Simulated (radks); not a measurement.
Values are calculated unless marked as measured or tabulated.
Task: Spherical quantum dot in the effective-mass picture: electrons in a hard-walled sphere of radius 8.69, all in effective atomic units (hartree* = m*/eps^2 hartree, bohr* = eps/m* bohr), one dielectric constant everywhere. Level of theory: non-relativistic Kohn-Sham, LDA (Slater exchange, Perdew-Wang correlation), spin-polarised, spherical densities (a radial shooting solver with Libxc functionals). Levels are named by radial order and angular momentum (1s, 1p, 1d, 2s, ...), and open shells are averaged over m. At N = 5 the configuration is 1s2 1p(up 3, down 0). Does electron 6 go into 1p down or 1d up or 1d down?

Result: Into 1p down. The total energies of the other choices lie higher by 0.0370 hartree* (1d up), 0.0643 hartree* (1d down).
